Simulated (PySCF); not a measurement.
# Fractional electron number in Cu⁺ (copper, charge +1)

The 3d beta orbital of [Ar] 3d10 is emptied in steps (occupation f), with all orbitals relaxed, ending at [Ar] 3d9. Computed with PySCF 2.14 in x2c-TZVPall (6s5p4d1f, 48 functions), with the spin-free X2C one-electron Hamiltonian (Gaussian nucleus). The exact energy is a straight line in f; departures are measured from the line between the end points of the same method.

Task: Among LDA, PBE, PBE0, r2SCAN, LC-wPBE, wB97X, MN15, which shows the largest delocalisation error (convex curve), and which is closest to linear?

Result: Most convex: LDA (-1.953 eV at f = 0.5); closest to linear: wB97X (-0.514 eV).

```tsv
f	LDA (eV)	PBE (eV)	PBE0 (eV)	r2SCAN (eV)	LC-wPBE (eV)	wB97X (eV)	MN15 (eV)
1	0.000	0.000	0.000	0.000	0.000	0.000	0.000
0.9	-0.684	-0.660	-0.400	-0.606	-0.187	-0.172	-0.335
0.7	-1.618	-1.561	-0.950	-1.426	-0.452	-0.417	-0.793
0.5	-1.953	-1.882	-1.147	-1.709	-0.555	-0.514	-0.956
0.3	-1.661	-1.599	-0.976	-1.444	-0.480	-0.445	-0.812
0.1	-0.720	-0.692	-0.423	-0.622	-0.211	-0.196	-0.351
0	0.000	0.000	0.000	0.000	0.000	0.000	0.000
```

```
 method  E(f=0) − E(f=1) (eV)  −ε at f=1 (eV)  −ε at f=0.5 (eV)
    LDA                21.586          14.047            21.459
    PBE                20.959          13.676            20.848
   PBE0                20.266          15.858            20.187
 r2SCAN                20.362          13.667            20.307
LC-wPBE                20.658          18.617            20.573
  wB97X                20.334          18.465            20.250
   MN15                20.709          17.019            20.652
```

Reference removal energy between the ground levels: 20.292 eV (measured; NIST Atomic Spectra Database, ionization energies). The calculation has no spin-orbit coupling.
